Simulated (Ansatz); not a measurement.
Cost and result for the atomization energy of C$_{2}$H$_{11}$GaGeOSi, SMILES `C[CH]([GaH2])O[SiH2][GeH3]` (17 atoms, 16 bonds).

| atom | x (Å) | y (Å) | z (Å) |
| --- | --- | --- | --- |
| C1 | -1.931 | 0.038 | -0.047 |
| C2 | -0.672 | 0.546 | -0.695 |
| Ga3 | -0.565 | 0.802 | -2.660 |
| O4 | 0.319 | -0.511 | -0.857 |
| Si5 | 1.099 | -1.289 | 0.379 |
| Ge6 | 1.678 | 0.239 | 2.119 |
| H7 | -2.381 | -0.770 | -0.628 |
| H8 | -2.662 | 0.849 | 0.026 |
| H9 | -1.752 | -0.333 | 0.970 |
| H10 | -0.226 | 1.353 | -0.103 |
| H11 | -1.473 | -0.110 | -3.558 |
| H12 | 0.552 | 1.728 | -3.253 |
| H13 | 0.258 | -2.378 | 0.952 |
| H14 | 2.311 | -1.899 | -0.222 |
| H15 | 2.475 | 1.438 | 1.577 |
| H16 | 2.544 | -0.483 | 3.166 |
| H17 | 0.427 | 0.780 | 2.835 |

Charge 0, multiplicity 1. Correlated methods include outer-core shells of Ga, Ge, which these sets cover unevenly. Scalar relativity is left out up to krypton. All single points use the PBE0-D4/def2-TZVP geometry. It is one conformer, not always the lowest. Program: Ansatz. All runs use 2 threads of an AMD EPYC 7R13 on a shared host and a share of an NVIDIA H100 80 GB. Times are those of one run each, without the atoms' runs, and a repeat can differ threefold. Electronic energies, without spin–orbit coupling; frozen cores. CCSD(T)/CBS adds CCSD(T) − MP2 in def2-TZVPP to the MP2 limit, and its time is that of the two runs behind it. T1 = 0.013. With those shells the extrapolation isn't a true limit. HSE06 is the plane-wave form, built on full-range PBE exchange.

CCSD(T)/CBS is a level of theory with its own doubt, some kJ/mol a heavy atom from the limit and from the frozen cores, so smaller differences don't rank the functionals.

| level | functions | wall time |
| --- | --- | --- |
| B2PLYP/def2-TZVPP | 385 | 6.5 s |
| r2SCANh-D4/def2-TZVPP | 385 | 6.5 s |
| HSE06-D4/def2-TZVPP | 385 | 7 s |
| CCSD(T)/def2-SVP | 179 | 7.5 s |
| CAM-B3LYP-D4/def2-TZVPP | 385 | 8.5 s |
| revPBE-D4/def2-TZVPP | 385 | 9 s |
| B97M-V/def2-TZVPP | 385 | 9 s |
| ωB97X-V/def2-TZVPP | 385 | 9 s |
| LDA (SPW92)/def2-TZVPP | 385 | 10 s |
| BLYP-D4/def2-TZVPP | 385 | 13 s |
| MP2/def2-QZVPP | 749 | 22 s |
| CCSD(T)/def2-TZVPP | 385 | 48 s |
| CCSD(T)/CBS(def2) | – | 70 s |

(1) What atomization energy does each give, and how far from CCSD(T)/CBS? (Best estimate.)

## Answers

(1) Ansatz gave: 
```
                  level  atomization (kcal/mol)  difference from CCSD(T)/CBS  per bond
      B2PLYP/def2-TZVPP                  1286.0                        -24.5      -1.5
  r2SCANh-D4/def2-TZVPP                  1302.8                         -7.7      -0.5
    HSE06-D4/def2-TZVPP                  1297.4                        -13.1      -0.8
       CCSD(T)/def2-SVP                  1235.8                        -74.7      -4.7
CAM-B3LYP-D4/def2-TZVPP                  1309.7                         -0.8       0.0
   revPBE-D4/def2-TZVPP                  1282.5                        -28.0      -1.7
      B97M-V/def2-TZVPP                  1314.4                          3.9       0.2
     ωB97X-V/def2-TZVPP                  1313.5                          3.0       0.2
 LDA (SPW92)/def2-TZVPP                  1477.8                        167.3      10.5
     BLYP-D4/def2-TZVPP                  1290.0                        -20.5      -1.3
         MP2/def2-QZVPP                  1302.3                         -8.2      -0.5
     CCSD(T)/def2-TZVPP                  1282.9                        -27.6      -1.7
      CCSD(T)/CBS(def2)                  1310.5                          0.0       0.0
```

Leaving LDA and LC-ωPBE aside and taking each functional with its dispersion term where it has one, the values, not all of them listed here, spread over 37.8 kcal/mol, from BHLYP-D4 to B97M-V. LDA lies +179.7 kcal/mol from PBE without D4, its usual overbinding. At CCSD(T), def2-SVP lies −74.6 kcal/mol from the extrapolated value and def2-TZVPP −27.5 kcal/mol: correlation converges slowly with the basis, and small sets miss more of it in the bonded molecule than in its fragments. From BLYP to BHLYP (50 % exact exchange), in def2-TZVPP and without D4, the atomization energy moves by −4.7 kcal/mol: exact exchange takes away binding that semilocal exchange gives to molecules.
